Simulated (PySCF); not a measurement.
**Spin states and ions at one geometry of [WH4]+**

PySCF 2.14.0, UKS PBE0, W def2-SVP with ECP60, H def2-SVP; non-relativistic Hamiltonian with scalar-relativistic core potentials where named; density fitting; no spin-orbit coupling; singlets restricted, open shells unrestricted. The geometry is relaxed for charge +1, doublet, vacuum:

```xyz
5

W     0.0000    0.0000    0.0000
H     1.8384   -0.0019    0.0000
H     0.0023    1.8653    0.0000
H    -1.8384    0.0019    0.0000
H    -0.0023   -1.8653    0.0000
```

Energies count from the relaxed state; an electron taken off or put on is at rest in vacuum. Charges and spins are Mulliken's.

```
                     state  energy (eV)  spin squared  charge on W1 (e)  spin on W1 (e)  dipole about the centre of mass (D)
charge +1, doublet, vacuum         0.00          2.85              0.63            3.42                                 0.00
charge +2, singlet, vacuum        19.29          0.00              1.21            0.00                                 0.00
charge +2, triplet, vacuum        17.76          3.05              0.65            3.29                                 0.00
 charge 0, singlet, vacuum        -7.84          0.00              0.99            0.00                                 0.00
 charge 0, triplet, vacuum        -9.13          3.05              0.46            3.32                                 0.00
```

What does the state charge +1, quartet, vacuum give?

energy (eV) 0.03, spin squared 4.80, charge on W1 (e) 0.63, spin on W1 (e) 3.21, dipole about the centre of mass (D) 0.00.

With an electron taken off (triplet, the lower of the two states computed) the charges change, summed by element, by W +0.02 e, H +0.98 e. The vertical ionisation energy is 17.76 eV, against −ε(HOMO) = 13.97 eV over both spins of the relaxed state. The level lies 3.8 eV too high, as is usual for semilocal functionals and global hybrids, which keep a self-interaction error.

With an electron put on (triplet, the lower of the two states computed) the charges change, summed by element, by W -0.17 e, H -0.83 e. The vertical electron affinity is 9.13 eV, against −ε(LUMO) = 11.22 eV over both spins of the relaxed state.

Open shells may have lower solutions than those found. Strongly mixed with higher spins, so no pure states, and their order against close states isn't settled: charge +1, doublet, vacuum; charge +1, quartet, vacuum; charge +2, triplet, vacuum; charge 0, triplet, vacuum. A restricted singlet can lie too high where a spin-broken solution exists, which wasn't tested: charge +2, singlet, vacuum; charge 0, singlet, vacuum.

No frequency check is given that shows the relaxed geometry to be a minimum. The relaxed state is spin-contaminated (spin squared 2.85 against 0.75).
